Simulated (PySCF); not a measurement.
SMILES [CH3][AlH2] (CH5Al) (B3LYP/def2-SVP optimised geometry):

```
7

Al     0.228     0.527     0.000
H      1.818     0.527     0.000
H     -0.535     1.922     0.000
C     -0.754    -1.171    -0.034
H     -0.717    -1.605    -1.051
H     -1.818    -1.066     0.234
H     -0.301    -1.922     0.636
```

Level of theory: PySCF 2.14.0 with B3LYP/def2-TZVP.

What are the frontier orbital energies and the dipole moment?

HOMO-2 -10.74 eV, HOMO-1 -8.08 eV, HOMO -7.87 eV, LUMO -1.53 eV, LUMO+1 0.31 eV; dipole moment 0.70 D.

Meta-Löwdin charges at B3LYP/def2-TZVP: Al1 0.59, H2 -0.16, H3 -0.16, C4 -0.64, H5 0.13, H6 0.12, H7 0.12.
